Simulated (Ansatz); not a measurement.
One change: `C[Si](N)(O)F` becomes `BN[Si](C)(O)F`.

Ansatz, PBE0-D4/def2-TZVP geometries, multiplicity 1. Each molecule was computed in one conformer, which needn't be the lowest.

```csv
property,`C[Si](N)(O)F`
LUMO energy (B3LYP/def2-TZVPP) / eV,0.38
HOMO–LUMO gap (B3LYP/def2-TZVPP) / eV,7.92
HOMO energy (B3LYP/def2-TZVPP) / eV,-7.53
LUMO energy (PBE0/def2-TZVPP) / eV,0.76
HOMO–LUMO gap (ωB97M-V/def2-TZVPP) / eV,12.39
HOMO–LUMO gap (PBE0/def2-TZVPP) / eV,8.55
```

(1) Give the same properties after the change, and the shifts. (An estimate is asked.)

Results:

(1) The calculation gave: 
```csv
property,`BN[Si](C)(O)F`,shift
LUMO energy (B3LYP/def2-TZVPP) / eV,-0.50,-0.88
HOMO–LUMO gap (B3LYP/def2-TZVPP) / eV,8.15,0.23
HOMO energy (B3LYP/def2-TZVPP) / eV,-8.65,-1.12
LUMO energy (PBE0/def2-TZVPP) / eV,-0.27,-1.03
HOMO–LUMO gap (ωB97M-V/def2-TZVPP) / eV,12.76,0.37
HOMO–LUMO gap (PBE0/def2-TZVPP) / eV,8.59,0.04
```

B3LYP here is the variant with VWN-RPA as its local correlation; programs differ in this.
